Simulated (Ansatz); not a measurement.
AsGaH$_{6}$ (`[GaH3-][AsH3+]`), relaxed with RKS PBE0-D4/def2-TZVP in Ansatz from a PBE-D4/def2-SVP geometry. The force threshold is 0.005 eV/Å; the program also tests the step.

The species carries charge 0 and has multiplicity 1.

Start:

```xyz
8

Ga    0.642    0.857    1.144
As   -0.452   -0.603   -0.804
H     0.800   -0.337    2.175
H     1.906    1.320    0.307
H    -0.579    1.855    1.305
H    -1.836   -0.265   -1.353
H    -0.715   -2.095   -0.613
H     0.233   -0.733   -2.162
```

| step | energy (eV) | largest force (eV/Å) | largest move (Å) |
| --- | --- | --- | --- |
| 1 | -113301.8922 | 0.517 | 0.000 |
| 2 | -113301.9040 | 0.051 | 0.015 |
| 3 | -113301.9043 | 0.007 | 0.004 |
| 4 | -113301.9043 | 0.002 | 0.002 |

End:

```xyz
8

Ga    0.637    0.850    1.134
As   -0.454   -0.606   -0.808
H     0.795   -0.334    2.160
H     1.894    1.313    0.307
H    -0.574    1.842    1.298
H    -1.822   -0.260   -1.342
H    -0.709   -2.079   -0.605
H     0.234   -0.727   -2.145
```

Hardware: 2 threads of a server CPU on a shared host. Wall time 14 s, peak host memory 0.33 GiB.
